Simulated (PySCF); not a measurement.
Computed IR spectrum (relative IR intensity) of a molecule C3H3BFNO. Coordinates come from a B3LYP-D3(BJ)/def2-SVP optimisation. The values are those of a single conformer. Calculation: PySCF with B3LYP-D3(BJ)/def2-SVP. No scaling factor is applied to the harmonic values.

ν (cm⁻¹): 626 (vw), 871 (vw), 955 (w), 1027 (w), 1178 (w), 1187 (m), 1293 (w), 1371 (m), 1479 (m), 1564 (vs), 2376 (w), 3080 (w), 3157 (vw) (against the strongest line: vs over 80 %, s over 45 %, m over 15 %, w over 4 %, vw less)

Question: Which molecule gave these data?
(A) O=C1CB(F)C=N1
(B) C=C1N=COB1F
(C) N#C/C=C/B(O)F
(D) N#C[C@@H]1COB1F

Answer: D, N#C[C@@H]1COB1F
